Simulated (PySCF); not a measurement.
C4H4ClF, SMILES C=C(F)/C=C\Cl.

Geometry optimised at PBE-D3(BJ)/def2-SVP. The structure was generated by enumeration; whether it is a known compound was not checked. The values are those of a single conformer.

Computed with PySCF with PBE-D3(BJ)/def2-SVP.

Frequencies are harmonic and unscaled.

```tsv
mode	ν (cm⁻¹)	IR (km/mol)	moving atoms (share of kinetic energy)
1	69	0.0	C 42 %, F 29 %, Cl 16 %, H 13 %
2	158	0.0	Cl 42 %, F 38 %, C 16 %
3	303	0.1	C 41 %, F 25 %, Cl 23 %, H 11 %
4	312	1.8	C 69 %, H 26 %
5	438	5.5	C 42 %, F 30 %, H 28 %
6	604	13.2	C 57 %, H 41 %
7	694	0.0	H 78 %, C 17 %
8	695	14.3	C 72 %, Cl 16 %
9	739	35.6	C 72 %, H 13 %, Cl 11 %
10	741	16.4	H 69 %, C 31 %
11	808	58.6	H 66 %, C 34 %
12	880	14.2	C 53 %, H 26 %, F 18 %
13	907	0.0	H 80 %, C 20 %
14	930	22.9	H 49 %, C 27 %, F 24 %
15	1177	21.2	H 89 %, C 9 %
16	1268	3.5	H 68 %, C 30 %
17	1340	18.4	H 68 %, C 28 %
18	1360	90.4	C 59 %, H 39 %
19	1605	0.6	C 93 %
20	1668	87.2	C 93 %
21	3113	0.3	H 94 %
22	3116	3.8	H 93 %
23	3141	4.9	H 91 %, C 9 %
24	3224	0.3	H 89 %, C 11 %
```
